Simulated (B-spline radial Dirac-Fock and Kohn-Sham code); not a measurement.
## Binding energies of Os³¹⁺ at several levels of theory

System: osmium as Os³¹⁺ in the configuration [Kr] 4d9.

The density-functional columns are spherical, spin-unpolarised Dirac-Kohn-Sham results without Breit or QED terms: −ε is minus the orbital energy of the initial state and ΔSCF the difference of two total energies. The reference in the last column comes from ΔSCF Dirac-Fock with Breit, self-energy and vacuum polarisation, finite nucleus, configuration average. All numbers are from a B-spline atomic structure program, in eV; a selection of levels is shown. For the 1s level of heavy atoms much of the gap between ΔSCF and the reference is the Breit and QED part, -382.6 eV here; for other levels the error of the functional can be larger.

| level | LDA −ε | LDA ΔSCF | Dirac-Fock |
| --- | --- | --- | --- |
| K | 74822.9 | 75421.8 | 75052.0 |
| L1 | 13980.3 | 14109.6 | 14168.7 |
| L2 | 13439.4 | 13599.3 | 13578.2 |
| L3 | 11911.1 | 12050.8 | 12065.8 |
| M1 | 4139.0 | 4191.3 | 4245.5 |
| M2 | 3897.8 | 3952.8 | 3985.6 |
| M3 | 3561.2 | 3612.5 | 3647.4 |
| M4 | 3156.5 | 3214.9 | 3220.1 |
| N1 | 1676.6 | 1704.2 | 1729.0 |
| N2 | 1573.6 | 1601.3 | 1615.1 |
| N3 | 1477.2 | 1503.6 | 1518.8 |
| N4,5 | 1296.4 | 1322.9 | 1321.6 |

Values without a named source are computed, but for edge energies of neutral atoms, which are taken from tables.
